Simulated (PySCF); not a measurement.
Magnetic shielding above rings: a mixed set.

Definitions: NICS(0) = −σiso at the ring centroid; NICS(1) = −σiso and NICS(1)zz = −σzz at ±1 Å along the ring normal z. Level: GIAO PBE0/pcSseg-1 (PySCF, non-relativistic, gas phase) on the GFN2-xTB geometries, one conformer each. Atom numbers follow the mapped SMILES.

Problem. Order these rings by mean NICS(1)zz, lowest (most negative) first (ppm).
A. ring C3–P4–C5–C8–P9 in `[CH2:1]=[CH:2][c:3]1[p:4][c:5]([O:6][CH3:7])[cH:8][p-:9]1` (charge -1)
B. ring C3–C4–N5 in `[CH2:1]=[CH:2][C@@H:3]1[CH2:4][N:5]1[CH:6]([CH3:7])[CH3:8]`
C. ring C3–C4–C5–P6–C7 in `[CH3:1][CH2:2][c:3]1[cH:4][cH:5][p-:6][c:7]1[O:8][CH3:9]` (charge -1)
D. ring C5–C6–C7–C8–C10–C11 in `[CH3:1][O:2][C:3](=[O:4])[c:5]1[cH:6][cH:7][c:8]([F:9])[cH:10][cH:11]1`
E. ring Si3–C4–C5–C6–C7 in `[CH3:1][S:2][SiH:3]1[CH2:4][CH:5]=[CH:6][CH2:7]1`
F. ring C2–C3–N4–N5–S6 in `[CH3:1][c:2]1[cH:3][n:4][n:5][s:6]1`
G. ring C3–O4–Si5–O6–C7–C8 in `[CH3:1][O:2][C@@H:3]1[O:4][SiH2:5][O:6][CH2:7][C@@H:8]1[Cl:9]`

Solution. F (-31.0), C (-27.8), D (-26.7), A (-22.7), B (-21.6), E (-1.4), G (2.1).

| SMILES | ring | NICS(0) | NICS(1) | NICS(1)zz | HOMA | rms pucker (Å) | ring atoms with four or more neighbours |
| --- | --- | --- | --- | --- | --- | --- | --- |
| Cc1cnns1 | 5-membered ring with 2 N and S; formal bonds all aromatic | -11.8 | -12.9 | -31.0 | – | 0.00 | 0 |
| CCc1cc[p-]c1OC | 5-membered ring with P; formal bonds all aromatic | -13.6 | -11.0 | -27.8 | 0.84 | 0.00 | 0 |
| COC(=O)c1ccc(F)cc1 | 6-membered carbocycle; formal bonds all aromatic | -9.9 | -11.2 | -26.7 | 0.99 | 0.00 | 0 |
| C=Cc1pc(OC)c[p-]1 | 5-membered ring with 2 P; formal bonds all aromatic | -10.1 | -9.7 | -22.7 | 0.74 | 0.00 | 0 |
| C=C[C@@H]1CN1C(C)C | 3-membered ring with N; formal bonds all single | -45.7 | -7.5 | -21.6 | – | 0.00 | 2 |
| CS[SiH]1CC=CC1 | 5-membered ring with Si; formal bonds 1 double, 4 single | -1.7 | -2.7 | -1.4 | – | 0.03 | 3 |
| CO[C@@H]1O[SiH2]OC[C@@H]1Cl | 6-membered ring with 2 O and Si; formal bonds all single | -2.5 | -1.6 | 2.1 | – | 0.21 | 4 |

NICS(0) gives another order. The isotropic NICS(1) gives another order. HOMA uses Krygowski's 1993 parameters; it is left out where a ring has a four-coordinate atom, a triple bond, no multiple bond or a kind of bond without parameters. NICS(1) and NICS(1)zz are means over the two faces.
